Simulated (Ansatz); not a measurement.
Br$_{3}$In, charge -1, doublet, at a GFN2-xTB geometry (such geometries of metal compounds can be far from the true shape) (a state made from the parent by changing its charge; the spin is typed, not shown lowest) (all electrons, no relativity) (a gas-phase anion, which may not be bound at this level). Base run: Ansatz (a quantum-chemistry and plane-wave program) with CAM-B3LYP/STO-3G.

Ansatz was given this input:
Ansatz 0.2 input:
```yaml
crystal:
  periodic: [false, false, false]
  atoms:
    - {symbol: In, position_ang: [-0.24213934, 0.26632762, 0.54429888]}
    - {symbol: Br, position_ang: [-1.91918111, -1.62269899, -0.42487162]}
    - {symbol: Br, position_ang: [0.10708824, 2.14779252, -1.36837256]}
    - {symbol: Br, position_ang: [2.15108795, -0.89795219, 1.03122575]}
basis:
  gaussian:
    orbitals: STO-3G
hamiltonian:
  xc: cam_b3lyp
total_charge: -1
magnetization: {spin_polarized: true, initial_magnetization: 1}
```

The base run was repeated with changes; each row names its change, and settings that it needs were set with it.

```
change                                       E (Eh)  <S^2>
-------------------------------------  ------------  -----
base                                   -13323.36694  0.752
functional = b3lyp5                    -13322.30880  0.751
functional = wB97X                     -13323.35265  0.752
functional = pbe; dispersion = d4      -13321.05708  0.752
functional = hse06                     -13322.08124  0.752
functional = revpbe                    -13321.93545  0.752
functional = SVWN5                     -13306.07504  0.751
functional = b3lyp; dispersion = d3bj  -13322.94130  0.751
functional = BHLYP                     -13323.51966  0.752
functional = wB97X-V                   -13322.21066  0.752
functional = b3lyp                     -13322.93089  0.751
functional = hf                        -13317.01405  0.752
functional = pbe0                      -13322.06058  0.752
```

Total energies compare only within one method and basis.

A gas-phase anion may not be bound at this level; its values then depend on the basis.
